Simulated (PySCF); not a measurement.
# Sb (antimony, neutral) across methods

[Kr] 4d10 5s2 5p2 5d1, one real determinant (an excited configuration). Calculation: PySCF 2.14, in aug-cc-pVTZ-PP with one added diffuse shell each of d, f type with ECP28MDF (6s5p5d3f, 67 functions); a scalar-relativistic core potential. The B2PLYP total includes its PT2 part (frozen core); its orbital energies are those of the SCF part.

```json
{"method": "PBE0", "E (hartree)": "-239.9721", "mean ε 5s β (eV)": "-16.302", "mean ε 5p α (eV)": "-9.374", "mean ε 5d α (eV)": "-1.222", "Σ⟨r²⟩ (bohr²)": "100.9", "⟨S²⟩": "3.752"}
{"method": "PBE", "E (hartree)": "-239.9639", "mean ε 5s β (eV)": "-15.311", "mean ε 5p α (eV)": "-8.182", "mean ε 5d α (eV)": "-0.953", "Σ⟨r²⟩ (bohr²)": "99.12", "⟨S²⟩": "3.751"}
{"method": "BLYP", "E (hartree)": "-239.9253", "mean ε 5s β (eV)": "-15.491", "mean ε 5p α (eV)": "-7.962", "mean ε 5d α (eV)": "-0.849", "Σ⟨r²⟩ (bohr²)": "101.5", "⟨S²⟩": "3.751"}
{"method": "LDA", "E (hartree)": "-239.5886", "mean ε 5s β (eV)": "-15.701", "mean ε 5p α (eV)": "-8.209", "mean ε 5d α (eV)": "-0.908", "Σ⟨r²⟩ (bohr²)": "97.28", "⟨S²⟩": "3.751"}
{"method": "r2SCAN", "E (hartree)": "-240.0504", "mean ε 5s β (eV)": "-15.486", "mean ε 5p α (eV)": "-8.632", "mean ε 5d α (eV)": "-0.876", "Σ⟨r²⟩ (bohr²)": "100.1", "⟨S²⟩": "3.753"}
{"method": "UHF", "E (hartree)": "-239.02498", "mean ε 5s β (eV)": "-18.231", "mean ε 5p α (eV)": "-12.416", "mean ε 5d α (eV)": "-1.719", "Σ⟨r²⟩ (bohr²)": "111.6", "⟨S²⟩": "3.758"}
{"method": "B2PLYP", "E (hartree)": "-239.6876", "mean ε 5s β (eV)": "-17.255", "mean ε 5p α (eV)": "-10.391", "mean ε 5d α (eV)": "-1.351", "Σ⟨r²⟩ (bohr²)": "106.0", "⟨S²⟩": "3.753"}
{"method": "BHandHLYP", "E (hartree)": "-239.9025", "mean ε 5s β (eV)": "-17.437", "mean ε 5p α (eV)": "-10.325", "mean ε 5d α (eV)": "-1.332", "Σ⟨r²⟩ (bohr²)": "104.8", "⟨S²⟩": "3.752"}
{"method": "wB97M-V", "E (hartree)": "-239.9228", "mean ε 5s β (eV)": "-18.504", "mean ε 5p α (eV)": "-11.328", "mean ε 5d α (eV)": "-1.733", "Σ⟨r²⟩ (bohr²)": "98.84", "⟨S²⟩": "3.752"}
```

⟨L²⟩ = 7.92 against 12 for a pure F term, so this real determinant mixes terms. Energies and moments cover only the electrons outside the core potential. The outer electron is Rydberg-like, and this basis confines it to a smaller radius and binds it less than a complete one would.
